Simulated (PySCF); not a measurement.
**EPR parameters of [C6H5Cl2F]+**

Compound: C₆H₅Cl₂F (charge +1 and doublet state).
Numbering: `[CH3:1][C@@H:2]1[CH+:3][C:4]([Cl:5])[C:6]([Cl:7])=[C:8]1[F:9]` (hydrogens: H10, H11, H12 on C1; H13 on C2; H14 on C3)

Cartesian coordinates in Å at the GFN2-xTB level; atoms count from 1:
```
atom  x, y, z in Å
C1     1.817   -0.351   -0.010
C2     0.429   -0.146   -0.645
C3    -0.154    1.194   -0.343
C4    -1.339    1.067    0.338
Cl5   -2.334    2.310    0.887
C6    -1.638   -0.338    0.523
Cl7   -3.003   -0.949    1.298
C8    -0.607   -1.053   -0.062
F9    -0.502   -2.345   -0.095
H10    2.527    0.345   -0.446
H11    2.166   -1.362   -0.201
H12    1.775   -0.187    1.063
H13    0.532   -0.306   -1.726
H14    0.330    2.121   -0.603
```

Level of theory: PySCF 2.14.0, UKS B3LYP, pcH-1 on C Cl F H, non-relativistic, mean-field spin-orbit, GIAO. Geometry: GFN2-xTB; no solvent, vibrations or thermal averaging. A GFN2-xTB geometry isn't a minimum of the functional, and hyperfine couplings can be far from their values at a DFT geometry, by a factor of two or more for some ions and for spin on atoms past the first row. No stability test was run, so a lower SCF solution isn't excluded.

```json
{
  "g1, g2, g3": "2.00199, 2.00813, 2.01218",
  "g_iso": "2.00743",
  "Form of g": "rhombic: the two nearest values differ by 40 % of g3 − g1",
  "⟨S²⟩": "0.7632 (exact 0.7500)",
  "α and β electrons": "42, 41",
  "HOMO–LUMO gap, α and β orbitals": "4.90, 2.66 eV",
  "Total energy": "-1251.56207 Eh"
}
```

Isotropic coupling and dipolar principal values T1 to T3, in 10⁻⁴ cm⁻¹; ρ(0) is the spin density at the nucleus (1 × 10⁻⁴ cm⁻¹ = 2.998 MHz):

```
atom  isotope  a_iso  of which spin–orbit     T1     T2     T3  Mulliken spin population  ρ(0) (bohr⁻³)
  C1      13C    1.3                  0.0   -0.4    0.0    0.4                      0.00         0.0033
  C2      13C   -6.2                  0.0   -0.3    0.0    0.3                     -0.05        -0.0164
  C3      13C   13.5                 -0.1  -13.7  -13.3   27.0                      0.50         0.0362
  C4      13C   -6.6                  0.1   -0.8    0.1    0.7                     -0.03        -0.0179
 Cl5     35Cl    0.8                  0.1   -3.3   -3.1    6.3                      0.05         0.0047
  C6      13C   -1.0                  0.1   -3.8   -3.0    6.8                      0.08        -0.0028
 Cl7     35Cl    1.3                  0.1   -5.2   -4.8   10.0                      0.07         0.0077
  C8      13C   10.1                  0.0  -10.9  -10.8   21.7                      0.34         0.0269
  F9      19F   25.7                  0.1  -53.2  -49.0  102.3                      0.06         0.0183
 H10       1H    2.1                  0.0   -0.7   -0.5    1.2                      0.00         0.0014
 H11       1H    2.8                  0.0   -0.7   -0.4    1.0                      0.00         0.0019
 H12       1H   -0.1                  0.0   -1.0   -0.4    1.4                      0.00        -0.0001
 H13       1H    1.1                  0.0   -1.6    0.1    1.5                      0.00         0.0007
 H14       1H  -11.7                  0.0   -6.4   -0.8    7.2                     -0.02        -0.0078
```

The Mulliken spin populations are largest on C3 (+0.50), C8 (+0.34), C6 (+0.08) and Cl7 (+0.07).

The SMILES `C[C@@H]1[CH+][C](Cl)C(Cl)=C1F` draws the unpaired electron on C4, whose computed spin population is only -0.03.

Under fast tumbling the dipolar parts average out, and these isotropic splittings remain: 1 × 19F (F9, I = 1/2, 2 lines) with 2.74 mT, 1 × 1H (H14, I = 1/2, 2 lines) with 1.25 mT, 3 × 1H (H10/H11/H12, I = 1/2, 4 lines) with 0.17 mT, 1 × 35Cl (Cl7, I = 3/2, 4 lines) with 0.14 mT, 1 × 1H (H13, I = 1/2, 2 lines) with 0.12 mT and 1 × 35Cl (Cl5, I = 3/2, 4 lines) with 0.09 mT.

Nuclei that the bonding pattern makes equivalent are averaged, as if the motion that swaps them (rotation, inversion, ring flip) were fast. The three 1H nuclei of mean +4.7 MHz run from -0.4 to 8.3 MHz in the frozen geometry.

Main isotope only: 35Cl (natural samples also hold 24 % 37Cl, magnetic too, which adds its own pattern).

The 13C coupling of C3 (40.5 MHz) shows only in satellite lines or after enrichment, since that isotope makes up about 1.07 % of natural carbon.
